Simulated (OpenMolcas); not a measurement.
## Ag3+: effect of correlating more closed shells

* Program: OpenMolcas 26.06
* Basis: ANO-RCC-VTZP [7s6p4d2f1g]
* Scalar Hamiltonian: DKH2, point nucleus
* Active space: 8 electrons in 5 orbitals (4d)
* State averaging: 2S+1 = 3 even, 10 roots; 2S+1 = 1 even, 15 roots
* Spin-orbit coupling: state interaction with AMFI integrals over the reference wave functions, term energies averaged over their components

Methods on the same reference wave functions:
A. CASSCF
B. SS-CASPT2, IPEA 0.25 Eh, imaginary shift 0.1 Eh (closed shells correlated: none)
C. SS-CASPT2, IPEA 0.25 Eh, imaginary shift 0.1 Eh (closed shells correlated: 4s 4p)
D. SS-CASPT2, IPEA 0.25 Eh, imaginary shift 0.1 Eh (closed shells correlated: 3d 4s 4p)

Energies in cm-1 above 4d8 3F4, the measured ground level; measured values from the list in Gamrath, thesis, University of Mons (2023).

```
  Level      A      B      C      D  Measured
4d8 3F4    0.0    0.0    0.0    0.0       0.0
4d8 3F3   3960   3970   3980   3980      4172
4d8 3F2   5956   5780   5630   5620      5830
4d8 3P1  19709  16580  16410  16360     15900
4d8 3P0  20050  16850  16660  16600     16092
4d8 1G4  24223  22310  21160  21070     20570
4d8 1S0  56315  49430  48310  48140     47139
```

Deviations, from unrounded energies. A percentage is the sum of absolute deviations over the sum of measured energies, with the sign that they share, or ± where signs differ.

```csv
Against measurement,Levels,A,B,C,D
mean absolute deviation (cm-1),6,3500,950,540,480
fine structure of the ground term (%),2,±3.4,-2.5,-3.9,-4.0
other terms of the ground configuration (%),4,+20.7,+5.5,+2.8,+2.5
```

D lies closest to measurement on these levels and A furthest from it. The largest miss of D in the table is 4d8 1S0, by +1000 cm-1. The ranking rests on the paired levels alone, and a cruder setting can come out closer through cancelling errors.

Among B to D the level of the table that moves most is 4d8 1S0, by 1300 cm-1 (lowest in D, highest in B). Moves below CASPT2's spread within the term are not significant.

The mean deviations of B to D differ by less than CASPT2's widest spread within a term (630 cm-1), so their order carries little weight.

From A to B the spin-free energies of the other terms of 4d8 shown, above 3F, scale by factors of 0.80 to 0.91, as is usual when dynamic correlation screens the repulsion within a d or f shell.

The lowest spin-free term lies below A's lowest term by 0.176 hartree in B, 0.440 hartree in C, 0.501 hartree in D.

What an inner shell adds also hangs on whether the basis holds functions to correlate it.

CASPT2 does not keep the components of a term degenerate, so their means are used; among the terms shown or strongly mixed into the levels shown the widest spread is 630 cm-1 (4d8 1G, D). Without dynamic correlation excited terms often stand tens of per cent too high (terms of higher spin than the ground term too low), and those without a measured partner can miss by more than the paired ones (holds for A). Computed and measured levels are paired by configuration, term and J; levels that our copy of the source lacks, or whose pairing is in doubt (as where it misses far off the trend of its configuration), stay unpaired and out of the deviations. Levels of configurations outside the active space are missing. The table leaves out levels that lie high or whose names do not pair safely across all columns.
